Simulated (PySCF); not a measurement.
Br2Sn (SMILES [Br][Sn][Br]), singlet, geometry from GFN2-xTB (such geometries of metal compounds can be far from the true shape) (all electrons, no relativity).

Here is a job for PySCF.
```python
from pyscf import gto, scf, dft

mol = gto.Mole()
mol.atom = '''
    Sn   -0.02127691   -0.00100366    0.95007996
    Br    1.02717262    1.67331750   -0.65419857
    Br   -0.99677703   -1.67188370   -0.70305852
'''
mol.basis = 'sto-3g'
mol.verbose = 4
mol.build()

mf = dft.RKS(mol)
mf.xc = 'm06l'
mf.kernel()
mf.analyze()
```

### Question
What is the computed dipole moment (M06L/STO-3G (PySCF))?

### Answer
1.83 D

### Question
What number of basis functions does M06L/STO-3G give?

### Answer
63

### Question
What is the computed total energy (M06L/STO-3G)?

### Answer
-11057.7272 Eh

### Question
Estimate the HOMO-LUMO gap that M06L/STO-3G returns for this input.

### Answer
2.49 eV

### Question
What is the computed nuclear repulsion energy (M06L/STO-3G)?

### Answer
893.5742 Eh

### Question
Give the HOMO energy at the level M06L/STO-3G.

### Answer
-3.32 eV
